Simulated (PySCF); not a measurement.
PySCF job for CH5FGeO, SMILES C[O][GeH2][F], TDA-LC-ωPBE/def2-SVPD. Coordinates come from a ωB97X-D3(BJ)/def2-SVP optimisation. The structure was generated by enumeration, and PubChem lists no compound with its InChIKey, so it may never have been made. The values are those of a single conformer.

```python
import numpy as np
from pyscf import gto, scf, dft, tdscf

mol = gto.M(
    atom='''
    Ge    0.55169822    0.06599544   -0.30288056
    F     0.85164300    0.85733910    1.22208180
    O    -0.87879813   -0.93848829   -0.10677628
    C    -2.13631651   -0.34403911    0.13806931
    H     1.71861252   -0.87216035   -0.58677088
    H     0.28112887    1.19479261   -1.30476359
    H    -2.18584407    0.10330593    1.14673464
    H    -2.37586191    0.44352712   -0.60244598
    H    -2.90888131   -1.12523005    0.06648209
    ''',
    basis='def2-SVPD',
    charge=0,
    spin=0,
    max_memory=1600,
    verbose=4,
)
mf = dft.RKS(mol, xc='lc_wpbe').density_fit(auxbasis='def2-universal-jkfit')
mf.grids.level = 3
mf.conv_tol = 1e-9
mf.max_cycle = 100
mf.kernel()
mf.grids = dft.Grids(mol).set(level=1).build(with_non0tab=True)  # coarser grid for the response kernel
td = tdscf.TDA(mf)
td.singlet = True
td.nstates = 10
td.conv_tol = 1e-4
td.positive_eig_threshold = 1e-6
td.kernel(x0=td.get_init_guess(mf, 15))
td.analyze()
tt = tdscf.TDA(mf)
tt.singlet = False
tt.nstates = 4
tt.conv_tol = 1e-4
tt.positive_eig_threshold = 1e-6
tt.kernel(x0=tt.get_init_guess(mf, 9))
tt.analyze(verbose=3)
```

Log of the run:

```
PySCF version 2.14.0

[INPUT] verbose = 4
[INPUT] num. atoms = 9
[INPUT] num. electrons = 60
[INPUT] charge = 0
[INPUT] spin (= nelec alpha-beta = 2S) = 0
[INPUT] symmetry False subgroup None
[INPUT] Mole.unit = angstrom
[INPUT] Symbol           X                Y                Z      unit          X                Y                Z       unit  Magmom
[INPUT]  1 Ge     0.551698220000   0.065995440000  -0.302880560000 AA    1.042558539210   0.124713307070  -0.572361306855 Bohr   0.0
[INPUT]  2 F      0.851643000000   0.857339100000   1.222081800000 AA    1.609372025903   1.620136094881   2.309399903815 Bohr   0.0
[INPUT]  3 O     -0.878798130000  -0.938488290000  -0.106776280000 AA   -1.660687784480  -1.773485839211  -0.201777925800 Bohr   0.0
[INPUT]  4 C     -2.136316510000  -0.344039110000   0.138069310000 AA   -4.037053119287  -0.650139694039   0.260913182108 Bohr   0.0
[INPUT]  5 H      1.718612520000  -0.872160350000  -0.586770880000 AA    3.247706977049  -1.648144198205  -1.108836261070 Bohr   0.0
[INPUT]  6 H      0.281128870000   1.194792610000  -1.304763590000 AA    0.531256570008   2.257830808554  -2.465645842404 Bohr   0.0
[INPUT]  7 H     -2.185844070000   0.103305930000   1.146734640000 AA   -4.130646643305   0.195219914743   2.167014407152 Bohr   0.0
[INPUT]  8 H     -2.375861910000   0.443527120000  -0.602445980000 AA   -4.489728319686   0.838144785617  -1.138457907045 Bohr   0.0
[INPUT]  9 H     -2.908881310000  -1.125230050000   0.066482090000 AA   -5.496989004766  -2.126376621631   0.125632942289 Bohr   0.0

nuclear repulsion = 308.199547771216
number of shells = 60
number of NR pGTOs = 226
number of NR cGTOs = 144
basis = def2-SVPD
ecp = {}


[settings echo left out]
init E= -2291.84523705638
  HOMO = -0.375409915403921  LUMO = 0.00745998564498018  gap/eV = 10.41842
cycle= 1 E= -2292.28033267605  delta_E= -0.435  |g|= 0.921  |ddm|= 3.43
  HOMO = -0.302978158554479  LUMO = 0.060978905365864  gap/eV = 9.90378
cycle= 2 E= -2292.24470997821  delta_E= 0.0356  |g|=  1.1  |ddm|= 1.94
  HOMO = -0.421399396080593  LUMO = 0.0711447670988074  gap/eV = 13.40281
cycle= 3 E= -2292.4259805623  delta_E= -0.181  |g|= 0.0484  |ddm|= 0.864
  HOMO = -0.409509635585163  LUMO = 0.0763517075064644  gap/eV = 13.22096
cycle= 4 E= -2292.42647181451  delta_E= -0.000491  |g|= 0.0262  |ddm|= 0.0964
  HOMO = -0.413267298833289  LUMO = 0.0764884633343259  gap/eV = 13.32693
cycle= 5 E= -2292.42657911582  delta_E= -0.000107  |g|= 0.00646  |ddm|= 0.0395
  HOMO = -0.412937209375453  LUMO = 0.0764541689348408  gap/eV = 13.31702
cycle= 6 E= -2292.42658728377  delta_E= -8.17e-06  |g|= 0.00141  |ddm|= 0.0133
  HOMO = -0.412944804327185  LUMO = 0.0764385452604368  gap/eV = 13.31680
cycle= 7 E= -2292.42658775273  delta_E= -4.69e-07  |g|= 0.000678  |ddm|= 0.00316
  HOMO = -0.412872850370807  LUMO = 0.0764386655867746  gap/eV = 13.31484
cycle= 8 E= -2292.42658785456  delta_E= -1.02e-07  |g|= 0.000215  |ddm|= 0.000942
  HOMO = -0.412910727957261  LUMO = 0.0764377573435344  gap/eV = 13.31585
cycle= 9 E= -2292.42658786596  delta_E= -1.14e-08  |g|= 5.85e-05  |ddm|= 0.000302
  HOMO = -0.412907566139551  LUMO = 0.0764375950262415  gap/eV = 13.31576
cycle= 10 E= -2292.4265878674  delta_E= -1.43e-09  |g|= 1.05e-05  |ddm|= 0.000129
  HOMO = -0.412907618030373  LUMO = 0.0764378332783577  gap/eV = 13.31577
cycle= 11 E= -2292.4265878675  delta_E= -1.02e-10  |g|= 3.54e-06  |ddm|= 3.69e-05
  HOMO = -0.412907283678107  LUMO = 0.0764377712459239  gap/eV = 13.31576
Extra cycle  E= -2292.42658786752  delta_E= -1.91e-11  |g|= 2.66e-06  |ddm|= 8.28e-06
converged SCF energy = -2292.42658786752
tot grids = 35440
Overwritten attributes  positive_eig_threshold  of <class 'pyscf.tdscf.rks.TDA'>


******** <class 'pyscf.tdscf.rks.TDA'> for <class 'pyscf.df.df_jk.DFRKS'> ********
nstates = 10 singlet
deg_eia_thresh = 1.000e-03
wfnsym = None
conv_tol = 0.0001
eigh lindep = 1e-12
eigh level_shift = 0
eigh max_cycle = 100


Excitation energies (eV)
[7.96041107 8.19692952 8.56628912 8.77453696 8.83707467 9.1380533
 9.37740287 9.4803837  9.57624208 9.84074163]

** Singlet excitation energies and oscillator strengths **
Excited State   1:      7.96041 eV    155.75 nm  f=0.0058
      30 -> 32       -0.15423
      30 -> 33        0.59541
      30 -> 35        0.24107
      30 -> 40       -0.10250
Excited State   2:      8.19693 eV    151.26 nm  f=0.0127
      28 -> 32       -0.14131
      29 -> 32       -0.17793
      29 -> 33       -0.16535
      30 -> 31        0.26720
      30 -> 32        0.52501
      30 -> 33        0.11870
Excited State   3:      8.56629 eV    144.74 nm  f=0.0113
      28 -> 31        0.12558
      28 -> 32        0.20361
      29 -> 31        0.12526
      29 -> 32        0.43465
      29 -> 33       -0.38360
      29 -> 35       -0.19068
Excited State   4:      8.77454 eV    141.30 nm  f=0.0361
      28 -> 32        0.13993
      29 -> 31        0.34207
      29 -> 32        0.19193
      29 -> 33        0.41543
      30 -> 32        0.27808
Excited State   5:      8.83707 eV    140.30 nm  f=0.0524
      30 -> 31       -0.55085
      30 -> 32        0.25674
      30 -> 34       -0.15528
      30 -> 35        0.24247
Excited State   6:      9.13805 eV    135.68 nm  f=0.0122
      28 -> 31       -0.29408
      28 -> 32       -0.50280
      29 -> 31        0.13035
      29 -> 32        0.28058
Excited State   7:      9.37740 eV    132.22 nm  f=0.0039
      28 -> 33       -0.51673
      28 -> 34        0.10130
      29 -> 31        0.29790
      29 -> 32       -0.17538
      29 -> 34        0.14246
      30 -> 34       -0.11756
      30 -> 35       -0.13688
Excited State   8:      9.48038 eV    130.78 nm  f=0.0811
      28 -> 31       -0.17654
      28 -> 32        0.12047
      29 -> 31       -0.15613
      29 -> 32        0.12762
      29 -> 35        0.11745
      30 -> 31        0.12009
      30 -> 34       -0.57750
Excited State   9:      9.57624 eV    129.47 nm  f=0.1189
      28 -> 33        0.28014
      28 -> 34       -0.18208
      29 -> 31        0.33495
      29 -> 32       -0.22933
      29 -> 35       -0.26746
      30 -> 34       -0.24334
      30 -> 37       -0.12529
Excited State  10:      9.84074 eV    125.99 nm  f=0.0228
      28 -> 31        0.29988
      28 -> 32       -0.18512
      29 -> 34       -0.39430
      30 -> 33        0.11618
      30 -> 34       -0.12372
      30 -> 35       -0.32417
      30 -> 37        0.15482

** Transition electric dipole moments (AU) **
state          X           Y           Z        Dip. S.      Osc.
  1        -0.0834     -0.0268      0.1489      0.0298      0.0058
  2         0.2435      0.0305      0.0566      0.0634      0.0127
  3        -0.1243     -0.1751     -0.0871      0.0537      0.0113
  4         0.4068     -0.0146     -0.0464      0.1679      0.0361
  5         0.0376     -0.3246      0.3675      0.2419      0.0524
  6        -0.0340     -0.1474     -0.1779      0.0545      0.0122
  7        -0.0559     -0.1174      0.0120      0.0171      0.0039
  8         0.0012      0.5905     -0.0208      0.3491      0.0811
  9        -0.0103     -0.6212      0.3473      0.5066      0.1189
 10         0.2829     -0.1074      0.0554      0.0947      0.0228

** Transition velocity dipole moments (imaginary part, AU) **
state          X           Y           Z        Dip. S.      Osc.
  1        -0.0098     -0.0149      0.0643      0.0045      0.0102
  2         0.0548     -0.0214      0.0160      0.0037      0.0082
  3        -0.0376     -0.0623     -0.0293      0.0062      0.0130
  4         0.0994      0.0052     -0.0196      0.0103      0.0213
  5         0.0208     -0.0920      0.1372      0.0277      0.0569
  6         0.0113     -0.0596     -0.0435      0.0056      0.0111
  7         0.0028     -0.0713      0.0105      0.0052      0.0101
  8         0.0087      0.1679      0.0233      0.0288      0.0551
  9        -0.0271     -0.1840      0.1133      0.0474      0.0899
 10         0.0961     -0.0183      0.0107      0.0097      0.0179

** Transition magnetic dipole moments (imaginary part, AU) **
state          X           Y           Z
  1         0.3235      0.2182     -0.2807
  2        -1.0288     -0.0087      0.0021
  3         0.4729     -0.1242     -0.3745
  4         0.4361      0.5599     -0.5807
  5        -0.0486     -0.5468      0.0657
  6        -0.3617     -0.6962      0.7288
  7        -0.4783     -0.7509     -1.2835
  8        -0.2597     -0.7858     -0.6172
  9         0.5722      0.4084      0.8464
 10         0.1429      0.1212      0.9737


******** <class 'pyscf.tdscf.rks.TDA'> for <class 'pyscf.df.df_jk.DFRKS'> ********
nstates = 4 triplet
deg_eia_thresh = 1.000e-03
wfnsym = None
conv_tol = 0.0001
eigh lindep = 1e-12
eigh level_shift = 0
eigh max_cycle = 100


Excitation energies (eV)
[7.37370499 7.71466906 7.99440633 8.05757207]

** Triplet excitation energies and oscillator strengths **
Excited State   1:      7.37370 eV    168.14 nm  f=0.0000
Excited State   2:      7.71467 eV    160.71 nm  f=0.0000
Excited State   3:      7.99441 eV    155.09 nm  f=0.0000
Excited State   4:      8.05757 eV    153.87 nm  f=0.0000
```

Self-consistency was reached.

Cost: about 90 core-seconds (a rough figure).
